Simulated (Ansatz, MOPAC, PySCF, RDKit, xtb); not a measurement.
Noncovalent pair: H2O (SMILES O) (first 3 atoms) with CH3F (SMILES CF); geometry from B3LYP-D3(BJ)/def2-TZVP, rigid monomers moved along the line of their centres of mass till H2···F5 is 2.80 Å.
(charge 0, multiplicity 1):
```xyz
8

O      0.000     0.483    -0.139
H      0.209    -0.135     0.573
H     -0.439    -0.041    -0.816
C     -0.212     0.469     3.928
F      0.246    -0.705     3.313
H     -0.518     1.164     3.147
H     -1.054     0.210     4.569
H      0.604     0.884     4.517
```

| level | interaction energy (kcal/mol) | minus MP2/CBS(aug-cc-pVDZ, aug-cc-pVTZ) + ΔCCSD(T)/aug-cc-pVDZ | cost |
|---|---|---|---|
| UFF | -0.35 | 1.79 | - |
| GFN-FF | -2.14 | -0.01 | - |
| PM3 | -1.12 | 1.02 | - |
| HF/3-21G (no counterpoise) | -3.06 | -0.92 | - |
| HF/aug-cc-pVTZ | -1.84 | 0.29 | - |
| PBE-D3(BJ)/def2-TZVPPD | -2.19 | -0.05 | ×1 |
| BP86/6-31G* (no counterpoise) | -2.53 | -0.39 | - |
| r2SCAN-D4/def2-TZVPPD | -2.10 | 0.04 | ×2 |
| B3LYP/3-21G (no counterpoise) | -3.10 | -0.96 | - |
| B3LYP/6-311+G** (no counterpoise) | -2.03 | 0.11 | - |
| MP2/aug-cc-pVDZ | -2.03 | 0.11 | - |
| SCS-MP2/aug-cc-pVDZ | -1.92 | 0.22 | - |
| CCSD(T)/aug-cc-pVDZ | -2.03 | 0.10 | ×5 |
| MP2/CBS(aug-cc-pVDZ, aug-cc-pVTZ) + ΔCCSD(T)/aug-cc-pVDZ | -2.14 | 0.00 | ×9 |

 The comparison column counts from a level with limits of its own.

The rows run from -3.10 (B3LYP/3-21G (no counterpoise)) to -0.35 kcal/mol (UFF).

Counterpoise-corrected where a basis set is named; no monomer relaxation. Rows marked so take none. RDKit's UFF carries no charges.

Correlated levels freeze the cores. CBS(a, b) extrapolates the correlation energy as X⁻³ and adds the Hartree–Fock energy of set b. Rows in 3-21G, 6-311+G**, 6-31G* carry no dispersion term and start afresh at each structure (6-31G* with six Cartesian d functions). The state reached by PM3 isn't checked.

Programs: Ansatz (a first-principles code) with Gaussian orbitals; MOPAC for PM3 (differences of heats of formation); PySCF for 3-21G rows, 6-311+G** rows, 6-31G* rows, the dispersion terms; RDKit for the force fields; xtb for the GFN methods. 

Costs are rough ratios of core time to PBE/def2-TZVPPD (about 4 s over the structures, on one shared machine); a dash marks a level with no comparable run of its own.
